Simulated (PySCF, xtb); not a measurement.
cycl[3.3.3]borane (C12H9B), SMILES C1=CC2=CC=CC3=CC=CC(=C1)B23.

GFN2-xTB run with xtb 6.7.1 at its own geometry gives an orbital gap of 0.65 eV and a dipole moment of 0.00 D.

The structure is a stationary point at B3LYP-D3(BJ)/def2-SVP.

What does PySCF with PBE/def2-SVP give? (Estimate from the structure and the level; the computed values follow.)

gap 0.91 eV (levels -4.88 and -3.97 eV), dipole 0.00 D.
